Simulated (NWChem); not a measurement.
C2H8Si2; SMILES C=C([SiH3])[SiH3]

Program: NWChem. Pople sets run with spherical d functions. Coordinates come from a B3LYP/6-31G* (spherical d) optimisation. B3LYP is NWChem's, with the RPA form of VWN correlation. Level: B3LYP/6-31G* with SMD (1 M gas to 1 M solution), gas-phase geometry. Reactions with the solvent are ignored.

Task: Estimate the computed values for solvent toluene. Quantities: solvation free energy (kcal/mol); cavity-dispersion-structure term (kcal/mol); dipole in solution (D).

Result: 
| Property | Value |
|---|---|
| solvation free energy (kcal/mol) | -0.7 |
| cavity-dispersion-structure term (kcal/mol) | -0.2 |
| dipole in solution (D) | 1.05 |
